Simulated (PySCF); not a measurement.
FGeH₄NO₂. Atoms are numbered in the order given.

```xyz
9

N     -1.7463     0.4510     0.0000
Ge    -0.0265    -0.0145     0.0000
O      0.3407    -0.8636    -1.4927
O      0.3407    -0.8636     1.4927
F      1.0793     1.3293     0.0000
H     -2.2711     0.2401    -0.8413
H     -2.2711     0.2401     0.8413
H      1.2243    -0.6593    -1.8194
H      1.2243    -0.6593     1.8194
```

The structure is a stationary point at PBE0-D3(BJ)/def2-SVP. The values are those of a single conformer.

Computed with PySCF with TDA-PBE/def2-SVPD.

Vertical excitations.  State labels are in the subgroup Cs.

Problem. Give excitation energies, oscillator strengths and character. (Estimate from the structure and the level; the computed values follow.)

Solution. 
```json
[
 {"state": "S1", "symmetry": "A'", "energy (eV)": "5.58", "λ (nm)": "222", "f": "0.027", "main pairs": "HOMO→LUMO 99 %"},
 {"state": "S2", "symmetry": "A\"", "energy (eV)": "6.35", "λ (nm)": "195", "f": "0.022", "main pairs": "HOMO−1→LUMO 98 %"},
 {"state": "S3", "symmetry": "A'", "energy (eV)": "6.80", "λ (nm)": "182", "f": "0.057", "main pairs": "HOMO−2→LUMO 97 %"},
 {"state": "S4", "symmetry": "A\"", "energy (eV)": "7.09", "λ (nm)": "175", "f": "0.001", "main pairs": "HOMO→LUMO+1 99 %"},
 {"state": "S5", "symmetry": "A'", "energy (eV)": "7.24", "λ (nm)": "171", "f": "0.032", "main pairs": "HOMO→LUMO+2 97 %"},
 {"state": "S6", "symmetry": "A\"", "energy (eV)": "7.26", "λ (nm)": "171", "f": "0.066", "main pairs": "HOMO−3→LUMO 93 %"},
 {"state": "S7", "symmetry": "A'", "energy (eV)": "7.64", "λ (nm)": "162", "f": "0.025", "main pairs": "HOMO−4→LUMO 96 %"},
 {"state": "S8", "symmetry": "A\"", "energy (eV)": "7.98", "λ (nm)": "155", "f": "0.020", "main pairs": "HOMO−1→LUMO+2 94 %"},
 {"state": "S9", "symmetry": "A'", "energy (eV)": "7.99", "λ (nm)": "155", "f": "0.031", "main pairs": "HOMO−1→LUMO+1 95 %"},
 {"state": "S10", "symmetry": "A'", "energy (eV)": "8.05", "λ (nm)": "154", "f": "0.006", "main pairs": "HOMO→LUMO+3 75 %, HOMO→LUMO+4 17 %"},
 {"state": "T1", "symmetry": "A'", "energy (eV)": "5.29", "λ (nm)": "234", "f": "0", "main pairs": "HOMO→LUMO 99 %"},
 {"state": "T2", "symmetry": "A\"", "energy (eV)": "6.04", "λ (nm)": "205", "f": "0", "main pairs": "HOMO−1→LUMO 99 %"},
 {"state": "T3", "symmetry": "A'", "energy (eV)": "6.46", "λ (nm)": "192", "f": "0", "main pairs": "HOMO−2→LUMO 99 %"},
 {"state": "T4", "symmetry": "A\"", "energy (eV)": "6.89", "λ (nm)": "180", "f": "0", "main pairs": "HOMO−3→LUMO 99 %"}
]
```
Triplets are in the Tamm–Dancoff approximation.
